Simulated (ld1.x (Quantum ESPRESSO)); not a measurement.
**Ho (Z = 67), TM: configuration errors across variants**

```
Element                 : Ho
Generator               : ld1.x (Quantum ESPRESSO) 7.5
Type                    : norm-conserving Troullier–Martins (Kleinman–Bylander form)
Functional              : PBEsol
Relativity              : scalar-relativistic
Frozen core             : [Kr] 4d10 4f10
Valence charge          : 11
Reference configuration : 5s2 5p6 5d1 6s2 6p0
Partial waves           : 5s (bound): rc 1.60 bohr; 5d (bound): rc 2.50 bohr; 5p (bound): rc 1.55 bohr
Local potential         : the p channel
Core correction         : none
```

Occupied shells without a wave of their own: 6s. They enter only through the test configuration that unscreens the potential.

All-electron excitation energies from the reference (eV): (1) 5s2 5p6 5d1 6s1 6p0 6.968; (2) 5s2 5p6 5d1 6s0 6p0 19.508; (3) 5s2 5p6 5d0 6s0 6p0 39.400; (4) 5s2 5p6 5d2 6s1 6p0 2.286; (5) 5s2 5p6 5d1.5 6s1.5 6p0 1.109; (6) 5s2 5p6 5d0 6s2 6p0 5.768; (7) 5s2 5p6 5d0 6s2 6p1 1.500.

For the base: The 6s level has no wave, so the channel is fitted at the deeper level alone: the likely source of the large errors.

The file “base” misses its own reference levels by 0.3 eV. The file “wave 5s (bound): rc 1.60 bohr becomes 5s (bound): rc 1.66 bohr” misses its own reference levels by 0.3 eV. The file “wave 5s (bound): rc 1.60 bohr becomes 5s (bound): rc 1.82 bohr” misses its own reference levels by 0.3 eV. The file “wave 5s (bound): rc 1.60 bohr becomes 5s (bound): rc 1.96 bohr” misses its own reference levels by 0.4 eV. The file “wave 5s (bound): rc 1.60 bohr becomes 5s (bound): rc 2.14 bohr” misses its own reference levels by 0.5 eV. The file “wave 5s (bound): rc 1.60 bohr becomes 5s (bound): rc 2.36 bohr” misses its own reference levels by 0.7 eV.

Errors AE − PS in meV (a dash: test not solved or not reliable):

```tsv
change	(1)	(2)	(3)	(4)	(5)	(6)	(7)	bound ghosts
base	-372	-960	-1433	-256	-135	-12	+20	none
wave 5s (bound): rc 1.60 bohr becomes 5s (bound): rc 1.06 bohr	-340	-884	-1341	-230	-122	-6.3	+22	none
wave 5s (bound): rc 1.60 bohr becomes 5s (bound): rc 1.18 bohr	-335	-873	-1330	-225	-120	-3.5	+23	none
wave 5s (bound): rc 1.60 bohr becomes 5s (bound): rc 1.38 bohr	-341	-885	-1341	-231	-122	-6.2	+22	none
wave 5s (bound): rc 1.60 bohr becomes 5s (bound): rc 1.50 bohr	-352	-912	-1372	-240	-127	-9.3	+21	none
wave 5s (bound): rc 1.60 bohr becomes 5s (bound): rc 1.66 bohr	-380	-982	-1462	-262	-138	-13	+20	none
wave 5s (bound): rc 1.60 bohr becomes 5s (bound): rc 1.82 bohr	-431	-1112	-1636	-299	-157	-16	+20	none
wave 5s (bound): rc 1.60 bohr becomes 5s (bound): rc 1.96 bohr	-494	-1279	-1869	-345	-180	-17	+21	none
wave 5s (bound): rc 1.60 bohr becomes 5s (bound): rc 2.14 bohr	-647	-1690	-2449	-452	-236	-16	-4285	none
wave 5s (bound): rc 1.60 bohr becomes 5s (bound): rc 2.36 bohr	-948	-2525	-3642	-661	-344	-9.9	-4261	none
```

Q: Give the same row for: wave 5s (bound): rc 1.60 bohr becomes 5s (bound): rc 2.24 bohr.

A: -705, -1847, -2672, -492, -257, -16, –; bound ghosts: none. Not counted: 5s2 5p6 5d0 6s2 6p1 (solver errors, printed error -4.3 eV).
